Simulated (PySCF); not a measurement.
BBr3, SMILES BrB(Br)Br (connectivity only; charge and spin as stated), charge +1, multiplicity 2.

Geometry: PBE-D3(BJ)/def2-SVP. The spin state was assumed, not searched. The isomer is the one that the SMILES or the coordinates give; other isomers of the formula were not compared.

Two levels are set side by side: PBE/def2-TZVP (PySCF) and ωB97X/def2-TZVP (PySCF). Same geometry, gas phase. Differences are taken from unrounded values.

```
quantity                     ωB97X
---------------------------  -----
α-spin orbital gap (eV)      11.63
β-spin orbital gap (eV)       5.36
mean polarisability (bohr³)  166.9
```

Q: What does PBE give, and how far is it from ωB97X? (The exact figures need the calculation; the answer reports its results.)

A: 
```csv
quantity,PBE,PBE minus ωB97X
α-spin orbital gap (eV),4.81,-6.82
β-spin orbital gap (eV),0.69,-4.66
mean polarisability (bohr³),85.1,-81.8
```

Rough cost on one machine, each run with all the roots and properties that it gave: ωB97X against PBE within a factor of 2.
